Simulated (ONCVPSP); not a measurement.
# What the settings do to the ONCV potential of In

Base potential:

* Element: In
* Generator: ONCVPSP 4.0.1
* Type: optimised norm-conserving Vanderbilt (ONCV)
* Functional: PBE
* Relativity: scalar-relativistic
* Frozen core: [Kr] 4d10
* Valence charge: 3
* Reference configuration: 5s1 5p2
* Partial waves: 5s: rc 2.15 bohr, ncon 4, nbas 7, qcut 2.6 1/bohr, 2 projectors, debl 1.8 Ha; 5p: rc 2.15 bohr, ncon 4, nbas 8, qcut 3.4 1/bohr, local
* Local potential: the p channel
* Core correction: Teter function, fcfact 2, rcfact 1.25

All-electron outer shells of the reference configuration (PBE, scalar-relativistic, ld1.x):

```
shell  level (eV)  outermost node (bohr)  outermost maximum (bohr)
   4p      -79.81                   0.42                      0.82
   4d      -20.24                   0.40                      0.94
   5s       -9.20                   1.02                      2.13
   5p       -3.22                   1.14                      2.78
```

Cutoffs, loose and tight: the cutoffs (Ha) at which the residual kinetic energy of the hardest occupied pseudo-wave falls to 1 and 0.1 mHa per electron. They do not see the model core or the augmentation charge, which bear on the density cutoff. Test errors are all-electron minus pseudo excitation energies from the reference, over the configurations 5s2 5p1; 5s2 5p0; 5s1 5p0; 5s2 5p0.5. A dash means not determined; rows that change the core or the reference have their own tests.

| change | outcome | cutoff, loose | cutoff, tight | bound ghosts | GHOST(+) flags above zero | largest test error (meV) |
| --- | --- | --- | --- | --- | --- | --- |
| base | generated | 18 Ha | 25 Ha | none | none | +45 |
| s: qcut 1.7 | generated | 22 Ha | 26 Ha | none | none | +45 |
| core correction polynomial model core, fcfact 0.2 | generated | 18 Ha | 25 Ha | none | none | -82 |
| core correction Teter function, fcfact 2, rcfact 1.82 | generated | 18 Ha | 25 Ha | none | none | -373 |
